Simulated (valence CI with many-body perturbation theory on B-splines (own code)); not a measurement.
In16+: key properties

Level of theory: relativistic CI+MBPT: five valence electrons over a frozen Dirac-Fock core [Ar] 3d10, radial functions for each j: 11 s, 11 p, 10 d, 8 f, 5 g, 2 h, with the one-electron correlation potential Σ1 (screened to all orders), the two-electron term Σ2, the three-electron term Σ3, Breit, model QED; selected single and double excitations, second order for the rest, scaled by the run's own slope (own B-spline code, finite nucleus).

No measured levels were compared; by estimate levels hold to about 250 cm⁻¹ or 0.2 % of their energy and the worst to 1 %, as in measured heavy ions of charge 2 to 7; those with d or f electrons hold less well. Among the levels kept, up to 2200 cm⁻¹ of a level comes from second order outside the variational space, and about a tenth of that is noise between levels of different J, which matters for small intervals.

Names give the largest LS component (configuration and term), which can be under half, so a name can repeat, a term be missing and a line seem to break the LS rules; names also repeat where a configuration has a term twice.

Rates and lifetimes use the calculated energies. Strong lines usually hold to 10 to 20 %, long lifetimes can be off by a factor of two.

(1) What is the ground level?

(2) Name the longest-lived excited levels whose lifetime is computed, and their main decay.

(3) What is the ionisation energy?

(4) How well does LS coupling describe the low levels?

(5) Among levels below 1351500 cm⁻¹, which E1 lines absorb most strongly from the ground level?

Results:

(1) 4s²4p³ ⁴S°_3/2, composition 54 % 4s²4p³ ⁴S° + 29 % 4s²4p³ ²P° + 15 % 4s²4p³ ²D°, g = 1.616.

(2) 4s²4p³ ²D°_5/2 at 77056 cm⁻¹ lives 1.22 ms, mostly by M1 to 4s²4p³ ⁴S°_3/2; 4s²4p³ ²D°_3/2 at 58019 cm⁻¹ lives 248 μs, mostly by M1 to 4s²4p³ ⁴S°_3/2; 4s²4p³ ²P°_1/2 at 104780 cm⁻¹ lives 155 μs, mostly by M1 to 4s²4p³ ⁴S°_3/2. The lifetime of 4s²4p²4d ⁴F_9/2 is too uncertain to give, and may be longer.

(3) 426.51 eV; NIST lists 425 ± 3 eV (theoretical).

(4) Among the lowest 20 levels the leading LS term, summed over configurations, holds 69 % on average. For single configurations the figures are 63 % in LS and 71 % in jj coupling. Terms mix most in the J = 1/2 level at 521400 cm⁻¹, where the leading one holds 43 %.

(5) to 4s²4p²4d ⁴P_5/2 at 14.80 nm, f = 0.884; to 4s²4p²4d ⁴P_3/2 at 14.67 nm, f = 0.571; to 4s²4p²4d ²D_5/2 at 13.97 nm, f = 0.328.
